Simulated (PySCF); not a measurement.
**Static response to an electric field**

Species: C₅H₁₀FNSi.
Structure used (GFN2-xTB), in Å, numbered top down from 1:
```
atom  x, y, z in Å
N1     2.5424   -0.7754    1.0306
Si2    0.9923   -1.3388    0.5451
C3     0.3248    0.0146   -0.6214
C4     0.1990    1.3255    0.0835
C5    -1.0616    1.6710    0.2846
C6    -2.0124    0.6601   -0.2845
C7    -1.1020   -0.2724   -1.0927
F8    -1.2180    0.0286   -2.4439
H9     3.0704   -1.3107    1.6993
H10    3.1628   -0.3719    0.3468
H11    0.9548   -2.6204   -0.1800
H12    0.1921   -1.4345    1.7656
H13    0.9794    0.0981   -1.4926
H14    1.0675    1.8763    0.3981
H15   -1.4164    2.5548    0.7848
H16   -2.5291    0.1130    0.5076
H17   -2.7646    1.1142   -0.9322
H18   -1.3900   -1.3257   -1.0172
```

Level: PBE0/def2-SVPD (PySCF), static field, nuclei fixed, core orbitals frozen in the response. The polarisability tensor in these axes (au):

```
x   100.44  -9.29   5.07
y    -9.29  90.15   1.44
z     5.07   1.44  79.48
```

Q: Give the principal values, the mean and the anisotropy Δα = √{½[(α1 − α2)² + (α2 − α3)² + (α1 − α3)²]}.

A: Principal values 77.11, 86.55 and 106.42 au; mean 90.02 au = 13.34 Å³ = 14.84 × 10⁻⁴⁰ C²·m²/J; Δα = 25.91 au (29 % of the mean).

Q: What is the dipole moment, and where does it point?

A: (1.31, -0.47, 1.54) D, 2.08 D in size, pointing from the negative to the positive side. Measured along this direction, the outermost atoms are H17 and F8 at the negative end and H9 at the positive end.

Q: What depolarisation ratio follows for Rayleigh scattering of linearly polarised light, taking the static tensor?

A: ρ = 3Δα²/(45ᾱ² + 4Δα²) = 2014.5/(364701 + 2686.0) = 0.00548.

Q: Refractivity n − 1 of an ideal gas of it at 500 K and 1 atm, from the electronic α?

A: N = p/kT = 1.4678 × 10¹⁹ cm⁻³, so n − 1 = 2π × N × 13.34 × 10⁻²⁴ cm³ = 1230 × 10⁻⁶ at long wavelengths, for an ideal gas.

Q: Estimate the molar refractivity from the static electronic polarisability.

A: Lorentz–Lorenz: R = (4π/3)N_A α = 2.5225 cm³/(mol·Å³) × 13.34 Å³ = 33.7 cm³/mol, in the limit of long wavelengths.

Q: Find the Langevin capture rate constant for NH4+ (18.034 u) meeting this molecule (131.057 u), k = 2.342 × 10⁻⁹ cm³/s × √(α in Å³ / reduced mass in u).

A: The reduced mass is 15.85 u, so k = 2.15 × 10⁻⁹ cm³/s. The formula leaves out the permanent dipole, which adds to the capture rate.

The structure is a single GFN2-xTB conformer in the gas phase; no vibrational or solvent corrections.
